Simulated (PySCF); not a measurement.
Structure problem from calculated spectra and properties.

Formula: C10H24Si.

- UV, first state: lowest singlet excitation: 6.67 eV (186 nm, f = 0.016) [TDDFT PBE0/def2-SVPD]
- Triplet: lowest triplet excitation (Tamm–Dancoff): 6.61 eV [TDA PBE0/def2-SVPD]
- 1H NMR: chemical shifts (computed TMS as zero) by class: 0.92 (18 H), 0.00 (6 H) ppm [GIAO PBE0/pcSseg-1]
- Polarisability: 148.0 au [PBE0/def2-SVPD]
- NMR, other nuclei: isotropic shieldings of nuclei other than C and H, by class: 343 (1 Si) ppm [GIAO PBE0/pcSseg-1]
- 13C NMR: chemical shifts (computed TMS as zero) by class: 28.9 (6 C), 19.5 (2 C), -7.3 (2 C) ppm [GIAO PBE0/pcSseg-1]
- Dipole: 0.06 D [PBE0/def2-SVPD]
- Rotational structure: rotational constants A, B, C: 1.185, 0.729, 0.680 GHz [PBE0-D3(BJ)/def2-SVP]
- UV, strongest line: among the 10 lowest singlet transitions: S9 at 7.88 eV (157 nm, f = 0.194) [TDDFT PBE0/def2-SVPD]

Gas-phase values; electronic properties from PySCF, density fitting. Levels stand in brackets. NMR shifts are as computed; neighbouring signals can stand in another order in a measured spectrum. Isolated species at its PBE0-D3(BJ)/def2-SVP geometry, gas phase. Each NMR value is the plain mean over a class of atoms that symmetry, rotation or inversion makes alike.

**Question.** Give a SMILES that accounts for the data.

**Answer.** 10 carbons fall into 3 classes; from least to most shielded: carbon bonded to C and 3 H (28.9 ppm, 6 C), carbon bonded to 3 C and Si (19.5 ppm, 2 C), carbon bonded to Si and 3 H (-7.3 ppm, 2 C). Hydrogen classes from least to most shielded: 18 H on 6 like atoms (carbon bonded to C and 3 H) (0.92 ppm, a mean of values up to 0.8 ppm apart in this geometry), 6 H on 2 like atoms (carbon bonded to Si and 3 H) (0.00 ppm). The other shieldings belong to: 343 ppm, silicon bonded to 4 C. The optimised geometry has point group C2 and is an asymmetric top. Structure: Si(tBu)2Me2, `[Si](C(C)(C)C)(C)(C)C(C)(C)C`. Computed isomers that give other values at the same levels: `CCCC[Si](C)(C)CCCC` (13C chemical shifts (computed TMS as zero) by class: 27.8 (2 C), 26.7 (2 C), 14.8 (2 C), 13.4 (2 C), -5.2 (2 C) ppm). The assignments are read from this structure; whether some other isomer fits the data as well wasn't checked.
